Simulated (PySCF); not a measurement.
A homologous series of growing length: n-germane silyl/silyl. All species are isolated molecules in the gas phase. One relaxed conformer stands for each flexible species; it need not be the lowest. Strings in code marks are SMILES.

All values below come from PBE-D3(BJ)/def2-TZVP // r2SCAN-D4/def2-SVP (PySCF 2.14.0). All candidates: neutral, multiplicity 1. Excitations are Tamm–Dancoff values on a coarser integration grid. The basis has no diffuse functions, so Rydberg states are missing or too high.

```yaml
LUMO: -1.23 eV
S1 excitation (TDA): 6.04 eV
T1 excitation (TDA): 5.05 eV
```

### Question
Say which member has these values.
(A) `[SiH3][GeH2][GeH2][GeH2][GeH2][GeH2][GeH2][SiH3]`
(B) `[SiH3][GeH2][SiH3]`
(C) `[SiH3][GeH2][GeH2][GeH2][GeH2][GeH2][SiH3]`
(D) `[SiH3][GeH2][GeH2][SiH3]` (Si–Ge–Ge–Si torsion 178°)

### Answer
D, `[SiH3][GeH2][GeH2][SiH3]` (Si–Ge–Ge–Si torsion 178°). The others give `[SiH3][GeH2][SiH3]`: -0.92 eV, 6.50 eV, 5.58 eV; `[SiH3][GeH2][GeH2][GeH2][GeH2][GeH2][SiH3]`: -1.75 eV, 4.98 eV, 4.22 eV; `[SiH3][GeH2][GeH2][GeH2][GeH2][GeH2][GeH2][SiH3]`: -1.85 eV, 4.75 eV, 4.07 eV
